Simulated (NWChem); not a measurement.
System: MnO, sextet; SMILES [O]=[Mn]

Excerpt of the output:

```
             Northwest Computational Chemistry Package (NWChem) 7.3.0
             --------------------------------------------------------

                             Geometry "geometry" -> ""
                             -------------------------

 Output coordinates in angstroms (scale by  1.889725989 to convert to a.u.)

  No.       Tag          Charge          X              Y              Z
 ---- ---------------- ---------- -------------- -------------- --------------
    1 Mn                  25.0000     0.00000000     0.00000000    -0.39836200
    2 O                    8.0000     0.00000000     0.00000000     1.22582400

 Effective nuclear repulsion energy (a.u.)      65.1621487933

                                 NWChem DFT Module
                                 -----------------

 Summary of "ao basis" -> "ao basis" (spherical)
 ------------------------------------------------------------------------------
       Tag                 Description            Shells   Functions and Types
 ---------------- ------------------------------  ------  ---------------------
 Mn                        def2-svpd                12       34   5s4p2d1f
 O                         def2-svpd                 9       23   4s3p2d

            General Information
            -------------------
          SCF calculation type: DFT
          Wavefunction type:  spin polarized.
          No. of atoms     :     2
          No. of electrons :    33
           Alpha electrons :    19
            Beta electrons :    14
          Charge           :     0
          Spin multiplicity:     6
          Use of symmetry is: off; symmetry adaption is: off
          Maximum number of iterations: 150
          AO basis - number of functions:    57
                     number of shells:    21
          Convergence on energy requested:  1.00D-06
          Convergence on density requested:  1.00D-05
          Convergence on gradient requested:  5.00D-04

              XC Information
              --------------
                         B3LYP Method XC Potential
                     Hartree-Fock (Exact) Exchange  0.200
                        Slater Exchange Functional  0.800 local
                    Becke 1988 Exchange Functional  0.720 non-local
              Lee-Yang-Parr Correlation Functional  0.810
                  VWN I RPA Correlation Functional  0.190 local

             Grid Information
             ----------------
          Grid used for XC integration:  medium
          Radial quadrature: Mura-Knowles
          Angular quadrature: Lebedev.
          Tag              B.-S. Rad. Rad. Pts. Rad. Cut. Ang. Pts.
          ---              ---------- --------- --------- ---------
          Mn                  1.40      112          10.0       590
          O                   0.60       49          10.0       434
          Grid pruning is: on
          Number of quadrature shells:   161
          Spatial weights used:  Erf1

      Superposition of Atomic Density Guess
      -------------------------------------

 Sum of atomic energies:       -1224.17097173

      Non-variational initial energy
      ------------------------------

 Total energy =   -1223.224681
 1-e energy   =   -1816.885400
 2-e energy   =     528.498570
 HOMO         =      -0.173354
 LUMO         =      -0.143634

[...]

                                NWChem TDDFT Module
                                -------------------

            General Information
            -------------------
           No. of orbitals :     114
            Alpha orbitals :      57
             Beta orbitals :      57
        Alpha frozen cores :       0
         Beta frozen cores :       0
     Alpha frozen virtuals :       0
      Beta frozen virtuals :       0
         Spin multiplicity :       6
    Number of AO functions :      57
        Use of symmetry is : off
      Symmetry adaption is : off
         Schwarz screening :  0.10D-07

              XC Information
              --------------
                  B3LYP Method XC Potential
              Hartree-Fock (Exact) Exchange   0.20
                 Slater Exchange Functional   0.80 local
             Becke 1988 Exchange Functional   0.72 non-local
       Lee-Yang-Parr Correlation Functional   0.81
           VWN I RPA Correlation Functional   0.19 local

             TDDFT Information
             -----------------
          Calculation type : Tamm-Dancoff TDDFT
         Wavefunction type : Unrestricted
          No. of electrons :      33
           Alpha electrons :      19
            Beta electrons :      14
              No. of roots :       8
          Max subspacesize :    5600
            Max iterations :     100
               Target root :       1
           Target symmetry : none
      Symmetry restriction : off
                 Algorithm : Optimal
        Davidson threshold :  0.10D-03

    8 smallest eigenvalue differences (eV)
--------------------------------------------------------
  No. Spin  Occ  Vir  Irrep   E(Occ)    E(Vir)   E(Diff)
--------------------------------------------------------
    1    1   19   20 a        -0.235    -0.104     3.560
    2    1   18   20 a        -0.235    -0.104     3.566
    3    1   17   20 a        -0.235    -0.104     3.566
    4    2   14   15 a        -0.284    -0.115     4.601
    5    2   13   15 a        -0.284    -0.115     4.601
    6    2   12   15 a        -0.326    -0.115     5.740
    7    1   19   21 a        -0.235    -0.020     5.844
    8    1   19   22 a        -0.235    -0.020     5.844
--------------------------------------------------------

  Entering Davidson iterations
  Unrestricted

  Iter   NTrls   NConv    DeltaV     DeltaE      Time
  ----  ------  ------  ---------  ---------  ---------
    1      8       0     0.16E+00   0.10+100        8.1
    2     16       0     0.47E-01   0.23E-01        7.1
    3     24       0     0.29E-01   0.32E-02        8.0
    4     32       0     0.33E-01   0.22E-02        8.6
    5     40       2     0.29E-01   0.87E-02        8.8
    6     46       5     0.40E-02   0.62E-03        7.7
    7     49       5     0.13E-02   0.16E-04        5.8
    8     52       5     0.19E-01   0.17E-04        5.2
    9     55       5     0.24E-02   0.39E-03        4.5
   10     58       6     0.63E-02   0.73E-05        5.0
   11     60       7     0.54E-01   0.19E-02        5.0
   12     61       7     0.98E-02   0.15E-02        4.8
   13     62       7     0.32E-02   0.42E-04        4.5
   14     63       7     0.10E-01   0.81E-04        5.4
   15     64       6     0.14E-01   0.82E-03        4.9
   16     66       6     0.19E-01   0.35E-03        6.0
   17     68       6     0.12E-01   0.67E-03        4.3
   18     70       6     0.32E-01   0.96E-03        4.3
   19     72       6     0.17E-01   0.20E-02        4.3
   20     74       6     0.31E-02   0.13E-03        4.9
   21     76       6     0.26E-02   0.19E-04        4.0
   22     78       7     0.40E-03   0.31E-05        4.4
   23     79       7     0.29E-03   0.11E-06        3.5
   24     80       6     0.33E-03   0.27E-06        4.5
   25     82       6     0.31E-03   0.13E-06        4.3
   26     84       6     0.18E-03   0.63E-07        4.0
   27     86       6     0.60E-03   0.18E-06        3.7
   28     88       7     0.15E-02   0.32E-05        4.0
   29     89       7     0.23E-03   0.99E-06        3.9
   30     90       8     0.39E-04   0.15E-07        3.4
  ----  ------  ------  ---------  ---------  ---------
  Convergence criterion met

  Ground state a       -1226.008743903634 a.u.
  <S2> =   8.8234

  ----------------------------------------------------------------------------
  Root   1         a              0.059127824 a.u.                1.6090 eV
  <S2> =   9.0841
  ----------------------------------------------------------------------------
     Transition Moments    X -0.29319   Y  0.00006   Z  0.00001
     Dipole Oscillator Strength                    0.0033884631
     Electric Quadrupole                           0.0000000003
     Magnetic Dipole                               0.0000000051
     Total Oscillator Strength                     0.0033884685

     Occ.   18 alpha a   ---  Virt.   20 alpha a       -0.99262
     Occ.   18 alpha a   ---  Virt.   24 alpha a        0.07456
  ----------------------------------------------------------------------------
  Root   2         a              0.059128169 a.u.                1.6090 eV
  <S2> =   9.0840
  ----------------------------------------------------------------------------
     Transition Moments    X -0.00006   Y -0.29319   Z  0.00001
     Dipole Oscillator Strength                    0.0033885506
     Electric Quadrupole                           0.0000000003
     Magnetic Dipole                               0.0000000051
     Total Oscillator Strength                     0.0033885560

[...]
```

Level: B3LYP/def2-SVPD, spin-unrestricted, TDA. Structure relaxed at the PBE0-D3(BJ)/def2-TZVP, spin-unrestricted level. No stability test was run on the SCF state.

**Question.** Reconstruct the input file.

**Answer.** This is not unique; one that fits is the input that was run:
```
start job
memory heap 200 mb stack 700 mb global 900 mb
geometry units angstroms noautosym nocenter noautoz
  Mn     0.000000     0.000000    -0.398362
  O      0.000000     0.000000     1.225824
end
basis spherical
  Mn library def2-svpd
  O library def2-svpd
end
dft
  odft
  mult 6
  xc b3lyp
  iterations 150
end
tddft
  cis
  nroots 8
end
task tddft energy
```
